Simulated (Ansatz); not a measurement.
Consider the atomization: `B/C(O)=C(/B)[SiH3]` → 2 B• + 2 C• + 8 H• + O• + Si•.

Computed with Ansatz on PBE0-D4/def2-TZVP structures; ΔE is electronic, products minus reactants. CBS: MP2 limit from def2 TZ/QZ plus the TZ coupled-cluster correction, frozen cores. This one scheme is used for every species, atoms too. Functionals use def2-TZVPP. B3LYP here is the variant with VWN-RPA as its local correlation; programs differ in this. Open shells (•) are unrestricted, without spin–orbit coupling. Spin–orbit coupling would lower the free atoms: a little for B, C, O, Si. Each species was taken in one conformer, which may not be the lowest.

(1) What is ΔE at CCSD(T)/CBS? (An estimate is asked.)

(2) What do these levels give: PBE-D4, ωB97X-V, B3LYP, CCSD(T)/def2-TZVPP, HF/def2-QZVPP, HF/CBS(def2)? (Estimate.)

Largest T1 diagnostic among the species: 0.014.

Results:

(1) Computed: +5119.7 kJ/mol.

(2) Ansatz gave: PBE-D4 5238.7, ωB97X-V 5153.9, B3LYP 5111.3, CCSD(T)/def2-TZVPP 4999.9, HF/def2-QZVPP 3868.5, HF/CBS(def2) 3869.5 kJ/mol.

In def2-TZVPP, CCSD(T) changes the Hartree–Fock value by +1137.7 kJ/mol (the triples alone add +73.5 kJ/mol) and MP2 by +1219.5 kJ/mol; breaking electron pairs costs correlation energy, which Hartree–Fock lacks. The D4 term adds +51.4 kJ/mol with B3LYP and +27.2 kJ/mol with PBE0; it sums over pairs of atoms, weighted by their polarisabilities, and B3LYP, whose exchange is more repulsive, gets the larger term.

For atomizations the MP2-based limit and the directly extrapolated one differ by several kJ/mol either way, and by 10 to 25 for some Ge, Se and Sn compounds, so smaller differences from it don't rank the levels.
